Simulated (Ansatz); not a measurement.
Ansatz results at the PBE0-D4/def2-TZVP geometry: HOMO energy (ωB97M-V/def2-TZVPP) -11.21 eV; HOMO–LUMO gap (B3LYP/def2-TZVPP) 7.72 eV; size of the dipole moment (B3LYP/def2-TZVPP) 1.46 D.

Each molecule was computed in one conformer, which needn't be the lowest.

Q: Which molecule gave them?
A. `BOC[SiH](F)F`
B. `BB(F)OC`
C. `O[CH]1[S][GeH2]1`
D. `N[SiH](N)[Ga]([F])[Cl]`

A: A. The others give `BB(F)OC`: -10.87, 5.95, 2.55; `N[SiH](N)[Ga]([F])[Cl]`: -9.48, 5.38, 4.66; `O[CH]1[S][GeH2]1`: -8.90, 5.80, 3.15.

B3LYP here is the variant with VWN-RPA as its local correlation; programs differ in this.
